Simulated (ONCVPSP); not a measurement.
# Plane-wave convergence, ONCV potential for indium

```
Element                 : In (Z = 49)
Generator               : ONCVPSP 4.0.1
Type                    : optimised norm-conserving Vanderbilt (ONCV)
Functional              : PBE
Relativity              : scalar-relativistic
Frozen core             : [Ar] 3d10
Valence charge          : 21
Reference configuration : 4s2 4p6 4d10 5s1 (charge +2)
Partial waves           : 4s+5s: rc 1.45 bohr, ncon 3, nbas 8, qcut 9.6 1/bohr, 2 projectors; 4p: rc 0.95 bohr, ncon 4, nbas 7, qcut 10.5 1/bohr, 1 projector; 4d: rc 1.50 bohr, ncon 4, nbas 9, qcut 9.8 1/bohr, 1 projector
Local potential         : polynomial inside 0.90 bohr (lpopt 5, dvloc0 3 Ha)
Core correction         : polynomial model core, fcfact 0.75
```

For each optimised wave give the share of its norm inside rc, the residual kinetic energy above qcut (Ha) and the cutoffs (Ha) for errors of 10, 1, 0.1 and 0.01 mHa per electron.

```json
{"wave": "4s", "norm inside rc": "0.967", "residual KE": "2.1e-07", "10 mHa": "22.8", "1 mHa": "29.9", "0.1 mHa": "35.4", "0.01 mHa": "39.7"}
{"wave": "5s", "norm inside rc": "0.099", "residual KE": "2.4e-07", "10 mHa": "19.6", "1 mHa": "28.4", "0.1 mHa": "34.8", "0.01 mHa": "39.8"}
{"wave": "4p", "norm inside rc": "0.576", "residual KE": "9.0e-04", "10 mHa": "42.2", "1 mHa": "54.7", "0.1 mHa": "139.4", "0.01 mHa": "168.3"}
{"wave": "4d", "norm inside rc": "0.787", "residual KE": "2.5e-06", "10 mHa": "28.9", "1 mHa": "35.6", "0.1 mHa": "41.0", "0.01 mHa": "45.3"}
```

The occupied waves need 55 Ha and 139 Ha for 1 and 0.1 mHa.
